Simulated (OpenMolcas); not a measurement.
## 5s2 5p4 along the 52-electron sequence

* Program: OpenMolcas 26.06
* Method: CASSCF
* Basis: ANO-RCC-VQZP
* Scalar Hamiltonian: DKH2, point nucleus
* Spin-orbit coupling: state interaction with AMFI integrals over the reference wave functions, term energies averaged over their components

Active space for each ion: 6 electrons in 4 orbitals (5s 5p).

Computed levels in cm-1 above 3P2:

```
                               Level     Te     I+   Xe2+
                                 3P1   4217   6232   8671
                                 3P0   4440   6007   7610
                                 1D2  12377  15497  18820
                                 1S0  22205  27851  33963
weight of 3P in the lowest level (%)     95     94     92
```

Measured, with the error of the calculation in %. Measured levels: Te, I+ from NIST Handbook of Basic Atomic Spectroscopic Data; Xe2+ from Saloman, J. Phys. Chem. Ref. Data 33, 765 (2004).

| Level | Te | I+ | Xe2+ |
| --- | --- | --- | --- |
| 3P1 | 4751 (-11.2) | 7087 (-12.1) | 9794 (-11.5) |
| 3P0 | 4706 (-5.7) | 6448 (-6.8) | 8130 (-6.4) |
| 1D2 | 10558 (+17.2) | 13727 (+12.9) | 17099 (+10.1) |
| 1S0 | 23198 (-4.3) | 29501 (-5.6) | 36103 (-5.9) |

The fine-structure level 3P0 changes by a factor of 1.71 from Te to Xe2+. Its fourth root runs 8.16, 8.80, 9.34, with steps per unit of Z of 0.64, 0.54; equal steps would mean a (Z - σ)^4 law with constant σ.

1D2 changes by a factor of 1.52 over the same range, with steps per unit of Z of +3120, +3320 cm-1.

Some high roots are left out of the spin-orbit mixing, which shifts the levels that they would mix with (holds for Te). Measured partners are found by configuration, term and J. A level has none where our copy of the source lacks it or the pairing is in doubt (some pairs that miss far off the trend of their configuration count as doubtful), and it then counts in no deviation. Levels of configurations outside the active space are missing.
